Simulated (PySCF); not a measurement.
PySCF input for YCl3, SMILES [Cl][Y]([Cl])[Cl], IEF-PCM-ωB97X/def2-SVP. Geometry: B3LYP-D3(BJ)/def2-SVP. The isomer is the one that the SMILES or the coordinates give; other isomers of the formula were not compared. The def2 effective core potentials stand for the cores of Y; spin–orbit coupling is left out.

```python
import numpy as np
from pyscf import gto, scf, dft
from pyscf.solvent import pcm

mol = gto.M(
    atom='''
    Y    -0.00000000    0.00000000    0.00000000
    Cl    2.44805481   -0.00000000   -0.00000000
    Cl   -1.22402741   -2.12007766   -0.00000000
    Cl   -1.22402740    2.12007766   -0.00000000
    ''',
    basis='def2-SVP',
    ecp={'Y': 'def2-svp'},
    charge=0,
    spin=0,
    max_memory=1600,
    verbose=3,
)
mf = dft.RKS(mol, xc='wb97x').density_fit(auxbasis='def2-universal-jkfit')
mf.grids.level = 3
mf.conv_tol = 1e-9
mf.max_cycle = 100
mf.kernel()
res = {}
for name, eps in {'water': 78.355, 'benzene': 2.2706, 'acetone': 20.493}.items():
    s = mf.PCM()
    s.with_solvent.method, s.with_solvent.eps, s.with_solvent.lebedev_order = 'IEF-PCM', eps, 29
    s.kernel(mf.make_rdm1())
    res[name] = (s.e_tot, eps, s.dip_moment(), s.mo_energy, s.converged)
    print(f'{name}: electrostatic solvation free energy {(s.e_tot - mf.e_tot) * 627.509474:.3f} kcal/mol')
```

Program output:

```
converged SCF energy = -1418.76061099577

WARN: PCM is an experimental feature. It is still in testing.
Features and APIs may be changed in the future.

converged SCF energy = -1418.79124962359
Dipole moment(X, Y, Z, Debye):  0.00283,  0.00000, -0.00000
water: electrostatic solvation free energy -19.226 kcal/mol

WARN: PCM is an experimental feature. It is still in testing.
Features and APIs may be changed in the future.

converged SCF energy = -1418.77401610695
Dipole moment(X, Y, Z, Debye):  0.00184,  0.00000, -0.00000
benzene: electrostatic solvation free energy -8.412 kcal/mol

WARN: PCM is an experimental feature. It is still in testing.
Features and APIs may be changed in the future.

converged SCF energy = -1418.78941171549
Dipole moment(X, Y, Z, Debye):  0.00290,  0.00000,  0.00000
acetone: electrostatic solvation free energy -18.073 kcal/mol
```

The run converged.

Cost: about 30 core-seconds (a rough figure).
